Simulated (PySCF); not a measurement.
Gas-phase reaction: GeH4 + C3H4 (propyne) + 2 CH2Cl2 → Ge(CH3)4 + CCl4

Computed with PySCF (xtb for GFN2) and rigid-rotor harmonic-oscillator thermochemistry at 1 bar. † marks an energy on the PBE0/def2-TZVP geometry and frequencies; other levels use their own. MP2 and CCSD(T) freeze the core. 6-31G* has spherical d functions here. All species are closed-shell singlets. B3LYP is the form with VWN-RPA correlation. Ge: all electrons, no relativistic terms. MP2 isn't extrapolated to the basis-set limit. CCSD(T) isn't extrapolated to the basis-set limit.

```json
[
 {"level": "B3LYP/6-31G*", "ΔH°(298 K), kJ": "…"},
 {"level": "CCSD(T)/def2-SVP†", "ΔH°(298 K), kJ": "-265"},
 {"level": "GFN2-xTB", "ΔH°(298 K), kJ": "…"},
 {"level": "HF/6-31G*", "ΔH°(298 K), kJ": "-182"},
 {"level": "HF/def2-TZVP†", "ΔH°(298 K), kJ": "-184"},
 {"level": "MP2/def2-SVP†", "ΔH°(298 K), kJ": "…"},
 {"level": "PBE0/def2-TZVP", "ΔH°(298 K), kJ": "-289"},
 {"level": "r2SCAN/def2-TZVP†", "ΔH°(298 K), kJ": "-297"},
 {"level": "ωB97X-V/def2-TZVP†", "ΔH°(298 K), kJ": "…"}
]
```

Q: Some entries are withheld; supply them.

A: 
- B3LYP/6-31G*, ΔH°(298 K), kJ: -230
- GFN2-xTB, ΔH°(298 K), kJ: -181
- MP2/def2-SVP†, ΔH°(298 K), kJ: -292
- ωB97X-V/def2-TZVP†, ΔH°(298 K), kJ: -297
